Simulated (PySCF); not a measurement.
O₃Os, multiplicity 1. Atoms are numbered in the order given.

```xyz
4

Os     0.0000     0.0000     0.0000
O      1.6832     0.0000     0.0000
O     -0.8416     1.4577     0.0000
O     -0.8416    -1.4577     0.0000
```

Coordinates come from a PBE0-D3(BJ)/def2-TZVP optimisation. The multiplicity is an assumed one; other spin states were not compared. The def2 effective core potentials stand for the cores of Os; spin–orbit coupling is left out.

These are PySCF with PBE0-D3(BJ)/def2-TZVP values and carry that method's errors.

Frequencies are harmonic and unscaled.

Modes within 1.5 cm⁻¹ of each other (mostly degenerate sets) share a row, with their intensities summed.

| mode | ν (cm⁻¹) | IR (km/mol) | moving atoms (share of kinetic energy) |
|---|---|---|---|
| 1 | 146 | 6.9 | O 80 %, Os 20 % |
| 2–3 | 315 | 1.1 | O 92 %, Os 8 % |
| 4–5 | 1032 | 282.7 | O 88 %, Os 12 % |
| 6 | 1077 | 0.0 | O 100 % |
